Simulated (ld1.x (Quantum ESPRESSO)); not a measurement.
# An all-electron radial function and its pseudo partner (gallium (Ga))

Columns: radius, all-electron u(r) and pseudo u(r) of the 3d shell (level -39.39 eV) of gallium in the configuration [Ar] 3d10 4s1 4p0; PBEsol, scalar-relativistic, RRKJ scheme, ld1.x (Quantum ESPRESSO) 7.5.

```json
{"r (bohr)": "0.095", "all-electron": "0.1293", "pseudo": "0.0246"}
{"r (bohr)": "0.190", "all-electron": "0.4729", "pseudo": "0.1736"}
{"r (bohr)": "0.285", "all-electron": "0.7943", "pseudo": "0.4746"}
{"r (bohr)": "0.380", "all-electron": "0.9987", "pseudo": "0.8377"}
{"r (bohr)": "0.475", "all-electron": "1.0891", "pseudo": "1.1230"}
{"r (bohr)": "0.570", "all-electron": "1.0973", "pseudo": "1.2386"}
{"r (bohr)": "0.665", "all-electron": "1.0556", "pseudo": "1.1922"}
{"r (bohr)": "0.760", "all-electron": "0.9876", "pseudo": "1.0628"}
{"r (bohr)": "0.855", "all-electron": "0.9081", "pseudo": "0.9306"}
{"r (bohr)": "0.950", "all-electron": "0.8256", "pseudo": "0.8277"}
{"r (bohr)": "1.045", "all-electron": "0.7448", "pseudo": "0.7448"}
{"r (bohr)": "1.140", "all-electron": "0.6685", "pseudo": "0.6685"}
{"r (bohr)": "1.235", "all-electron": "0.5976", "pseudo": "0.5976"}
{"r (bohr)": "1.330", "all-electron": "0.5327", "pseudo": "0.5327"}
{"r (bohr)": "1.425", "all-electron": "0.4738", "pseudo": "0.4738"}
{"r (bohr)": "1.520", "all-electron": "0.4207", "pseudo": "0.4207"}
{"r (bohr)": "1.615", "all-electron": "0.3729", "pseudo": "0.3729"}
{"r (bohr)": "1.710", "all-electron": "0.3301", "pseudo": "0.3301"}
{"r (bohr)": "1.805", "all-electron": "0.2919", "pseudo": "0.2919"}
{"r (bohr)": "1.900", "all-electron": "0.2578", "pseudo": "0.2578"}
{"r (bohr)": "1.995", "all-electron": "0.2275", "pseudo": "0.2275"}
{"r (bohr)": "2.090", "all-electron": "0.2005", "pseudo": "0.2005"}
{"r (bohr)": "2.185", "all-electron": "0.1766", "pseudo": "0.1766"}
{"r (bohr)": "2.280", "all-electron": "0.1553", "pseudo": "0.1553"}
{"r (bohr)": "2.375", "all-electron": "0.1365", "pseudo": "0.1365"}
{"r (bohr)": "2.470", "all-electron": "0.1199", "pseudo": "0.1199"}
```

Task: How many radial nodes do the two functions have?

Result: The all-electron 3d function has n − l − 1 = 0; the pseudo-wave has 0.

Task: At about which radius was the pseudo-wave matched?

Result: 1.05 bohr, where the columns begin to agree (steps of 0.10 bohr).

Task: Is the pseudo-wave norm-conserving?

Result: Yes: the RRKJ scheme keeps the norm inside the radius equal to the all-electron one, which fixes the energy derivative of the logarithmic derivative at the level.
